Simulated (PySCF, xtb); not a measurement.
GeI, SMILES [Ge][I] (connectivity only; charge and spin as stated), charge +1, multiplicity 1.

Harmonic wavenumbers (cm⁻¹) from GFN2-xTB (xtb) at its own minimum, in rising order: 337.

### Question
What does B3LYP-D3(BJ)/def2-TZVP (PySCF) give at its own minimum? (An estimate is asked for; the answer gives what the named calculation found.)

### Answer
296. Paired by order, the mean absolute difference is 41 cm⁻¹ and the zero-point energies are 0.5 and 0.4 kcal/mol.
